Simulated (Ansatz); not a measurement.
Compare A (`BC/C(C)=C\F`) with its isomer B (`C[C@@H](F)[C@@H]1BC1`).

Isolated molecules relaxed with PBE0-D4/def2-TZVP in Ansatz; ΔE leaves out vibrations. CCSD(T)/CBS adds triple-zeta CCSD(T) − MP2 to the extrapolated MP2 energy (def2 sets, frozen cores). DFT in def2-TZVPP. B3LYP here is the variant with VWN-RPA as its local correlation; programs differ in this. Each species was taken in one conformer, which may not be the lowest.

Task: Which is lower in electronic energy at CCSD(T)/CBS, and by how much? (Best estimate.)

Result: Computed: A, by 38.7 kJ/mol.

Task: Give E(B) − E(A) in kJ/mol with B3LYP, B3LYP-D4, PBE0-D4, ωB97M-V, PBE-D4, r2SCAN-D4, HF/def2-TZVPP. (An estimate is asked.)

Result: The calculation gave: B3LYP 37.9, B3LYP-D4 42.2, PBE0-D4 33.1, ωB97M-V 33.5, PBE-D4 42.1, r2SCAN-D4 37.9, HF/def2-TZVPP 24.9. None reverses the order clearly.

Largest T1 diagnostic: 0.011.

In def2-TZVPP, CCSD(T) changes the Hartree–Fock value by +18.3 kJ/mol (the triples alone add +7.1 kJ/mol) and MP2 by +18.1 kJ/mol. From PBE to PBE0 (25 % exact exchange), in def2-TZVPP and without D4, E(B) − E(A) moves by −8.6 kJ/mol.
